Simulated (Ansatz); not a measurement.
Frontier orbitals of `[OH][W]([F])([F])([F])([F])[F]`.

Charge 0, multiplicity 1. Correlated methods include outer-core shells of W, which these sets cover unevenly. W: def2 effective core potential. The geometry is a stationary point of PBE0-D4/def2-TZVP. It is one conformer, not always the lowest. Basis def2-TZVPP, Ansatz.

```
functional  HOMO (eV)  LUMO (eV)  gap (eV)
       PBE      -9.49      -4.37      5.12
      PBE0     -11.44      -3.79      7.65
     BHLYP     -13.32      -3.06     10.26
   LC-ωPBE     -14.27      -1.41     12.86
   ωB97M-V     -13.89      -1.55     12.34
```

**Question.** What is the vertical ionisation energy at frozen-core CCSD(T)/def2-TZVPP? (An estimate is asked.)

**Answer.** Ansatz gave: 13.84 eV (T1 of the cation 0.031).

A quarter of exact exchange (PBE0) shifts PBE's HOMO by −1.95 eV and its LUMO by +0.58 eV; full exchange at long range (ωB97M-V) shifts them by −4.40 and +2.82 eV. The gap opens from 5.12 to 12.34 eV, since occupied levels lose self-interaction and empty ones feel all the electrons. −ε(HOMO) differs from that ionisation energy by −4.35 eV with PBE and +0.05 eV with ωB97M-V.

LC-ωPBE has ω = 0.4 bohr⁻¹.
